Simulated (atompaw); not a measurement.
# Cu: one change to a PAW (atompaw) potential, before and after

* Element: copper (Cu)
* Generator: atompaw 4.2.0.5
* Type: PAW
* Functional: PBEsol
* Relativity: scalar-relativistic
* Frozen core: [Ar]
* Valence charge: 11
* Reference configuration: 3d10 4s0 4p1
* Partial waves: 4s (bound, empty): rc 1.75 bohr; 4s channel at 0.4 Ry: rc 1.75 bohr; 4p (bound): rc 3.00 bohr; 4p channel at 0.25 Ry: rc 3.00 bohr; 3d (bound): rc 1.05 bohr; 3d channel at 3.65 Ry: rc 1.05 bohr
* Local potential: ultrasoft scheme with l = 3 at 0.5 Ry, radius 2.65 bohr
* Core correction: smooth core density matched at 1.95 bohr
* Augmentation charge: besselshape compensation charge, radius 2.20 bohr; PAW radius 3.00 bohr; waves and projectors: custom polynom vanderbiltortho

All-electron outer shells of the reference configuration (PBEsol, scalar-relativistic, ld1.x):

| shell | level (eV) | outermost node (bohr) | outermost maximum (bohr) |
| --- | --- | --- | --- |
| 3s | -116.54 | 0.29 | 0.61 |
| 3p | -74.15 | 0.26 | 0.62 |
| 3d | -7.18 | – | 0.60 |
| 4s | -6.06 | 0.89 | 2.21 |
| 4p | -1.70 | 0.97 | 3.35 |

Change: augmentation besselshape compensation charge, radius 2.20 bohr; PAW radius 3.00 bohr; waves and projectors: custom rrkj vanderbiltortho.

Cutoffs: the cutoffs (Ry, on a coarse ladder) from which the occupation-weighted sum of valence levels, in a spherical-Bessel basis at the reference potential, stays within 10 and 1 mRy of its value at 400 Ry; they do not see the model core or the augmentation charge, which bear on the density cutoff.

**Question.** What does the change do?

**Answer.** The potential gets neither clearly harder nor softer (140 Ry and 230 Ry → 140 Ry and 230 Ry); the range in which the s phases agree widens (upper end 2.5 → at the end of the scan); neither file shows a bound ghost.

| quantity | base | changed |
| --- | --- | --- |
| cutoff, loose | 140 Ry | 140 Ry |
| cutoff, tight | 230 Ry | 230 Ry |
| loose cutoff by channel (10 mRy a level) | p 6 Ry, d 80 Ry | p 6 Ry, d 90 Ry |
| bound ghosts | none | none |
| s: phases at 3.02 bohr within 0.05 rad from the reference energy up to (Ry; the scan ends near 5) | 2.5 | to the end of the scan |
| p: phases at 3.02 bohr within 0.05 rad from the reference energy up to (Ry; the scan ends near 5) | 3.1 | 2.8 |
| d: phases at 3.02 bohr within 0.05 rad from the reference energy up to (Ry; the scan ends near 5) | to the end of the scan | to the end of the scan |
| lowest overlap eigenvalue by channel | s 0.94, p 0.67, d 0.99 | s 0.65, p 0.78, d 1.00 |

 The cutoffs see the waves, projectors and local potential, not the compensation charge or the core.
